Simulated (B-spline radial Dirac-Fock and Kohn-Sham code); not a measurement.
Calculated with a radial B-spline solver, using the Dirac equation of a negative muon with reduced mass in the field of a spherical finite nucleus, with the Uehling potential to all orders; nuclear polarisation, deformation, hyperfine structure, self-energy, higher-order vacuum polarisation, relativistic recoil and electron screening are left out. The nuclear charge is a Fermi distribution (skin thickness 2.3 fm).

Q: A muonic atom of atomic mass 14.00 u emits these computed lines: 2p3/2 → 1s1/2 75.36 keV, 3d5/2 → 2p3/2 13.98 keV, 4f7/2 → 3d5/2 4.886 keV, 5g9/2 → 4f7/2 2.261 keV. Which element is it, and what rms charge radius was used?

A: Carbon (Z = 6, nuclide ¹⁴C); the high transitions hardly feel the nucleus and fix Z. The 2p → 1s line lies 0.03656 keV below the value for a point nucleus without QED, which for this nuclear model gives a radius near 2.50 fm (2.5025 fm was used).
